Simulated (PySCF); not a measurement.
C5H13NP2.
Numbering: `[CH3:1][P:2]1[CH2:3][CH2:4][P:5]([NH2:6])[CH2:7][CH2:8]1` (hydrogens: H9, H10, H11 on C1; H12, H13 on C3; H14, H15 on C4; H16, H17 on N6; H18, H19 on C7; H20, H21 on C8)

The same species was optimised twice, with GFN2-xTB and with PBE0-D3(BJ)/def2-SVP (PySCF), and the same property calculations (PySCF, gas phase) were run on both structures.

```
  coordinate  GFN2-xTB  PBE0-D3(BJ)/def2-SVP  change
   P5–C7 (Å)     1.857                 1.874  +0.017
   P2–C3 (Å)     1.857                 1.871  +0.014
   P5–N6 (Å)     1.724                 1.714  -0.010
   P2–C8 (Å)     1.858                 1.868  +0.010
   C3–C4 (Å)     1.528                 1.523  -0.005
   C4–P5 (Å)     1.858                 1.862  +0.004
   C7–C8 (Å)     1.527                 1.524  -0.003
   C1–P2 (Å)     1.849                 1.850  +0.001
N6–P5–C7 (°)      96.3                 104.2    +7.9
P2–C3–C4 (°)     108.8                 115.2    +6.4
P5–C7–C8 (°)     109.1                 115.2    +6.1
C3–P2–C8 (°)      96.4                  99.1    +2.7
C3–C4–P5 (°)     109.5                 112.1    +2.6
C4–P5–N6 (°)      96.4                  98.5    +2.1
C4–P5–C7 (°)      96.6                  98.5    +1.9
P2–C8–C7 (°)     109.3                 110.5    +1.2
```

Rotational constants: A = 3049, B = 995.2, C = 859.6 MHz (GFN2-xTB) against A = 2525, B = 967.1, C = 898.1 MHz (PBE0-D3(BJ)/def2-SVP). Some torsions differ by more than 30° (C1–P2–C3–C4 -175° against 74°; P2–C3–C4–P5 13° against 75°; C3–C4–P5–N6 155° against -149°), so the changes below aren't those of bond lengths and angles alone. Point groups within 0.08 Å: C1 and C1. Atoms that the bonding makes alike are paired by their places after alignment.

On the GFN2-xTB structure: HOMO (eV) -5.26 [PBE0/pcSseg-1]; LUMO (eV) 0.32 [PBE0/pcSseg-1]; dipole (D) 1.04 [PBE0/pcSseg-1]; GIAO shielding of C1 (ppm) 167.9 [PBE0/pcSseg-1]; GIAO shielding of P2 (ppm) 401.2 [PBE0/pcSseg-1]; GIAO shielding of C3/C8 (mean) (ppm) 159.8 [PBE0/pcSseg-1]; GIAO shielding of C4/C7 (mean) (ppm) 154.6 [PBE0/pcSseg-1]; GIAO shielding of P5 (ppm) 306.2 [PBE0/pcSseg-1]; GIAO shielding of N6 (ppm) 229.0 [PBE0/pcSseg-1].

Task: What do these properties become on the PBE0-D3(BJ)/def2-SVP structure?

Result: 
| property | level | on GFN2-xTB | on PBE0-D3(BJ)/def2-SVP | change |
| --- | --- | --- | --- | --- |
| HOMO (eV) | PBE0/pcSseg-1 | -5.26 | -6.37 | -1.11 |
| LUMO (eV) | PBE0/pcSseg-1 | 0.32 | 0.80 | +0.48 |
| dipole (D) | PBE0/pcSseg-1 | 1.04 | 2.05 | +1.01 |
| energy, GFN2-xTB geometry as zero (kcal/mol) | PBE0/pcSseg-1 | 0.0 | -14.3 | -14.3 |
| GIAO shielding of C1 (ppm) | PBE0/pcSseg-1 | 167.9 | 172.1 | +4.2 |
| GIAO shielding of P2 (ppm) | PBE0/pcSseg-1 | 401.2 | 384.2 | -17.0 |
| GIAO shielding of C3/C8 (mean) (ppm) | PBE0/pcSseg-1 | 159.8 | 168.0 | +8.2 |
| GIAO shielding of C4/C7 (mean) (ppm) | PBE0/pcSseg-1 | 154.6 | 160.1 | +5.5 |
| GIAO shielding of P5 (ppm) | PBE0/pcSseg-1 | 306.2 | 316.0 | +9.8 |
| GIAO shielding of N6 (ppm) | PBE0/pcSseg-1 | 229.0 | 238.0 | +9.0 |

The heavy atoms differ by 0.893 Å rms after alignment. Among the bonds compared P5–C7 changes most (+0.017 Å). Changes are differences of the printed values. Neither structure is proved a minimum here.
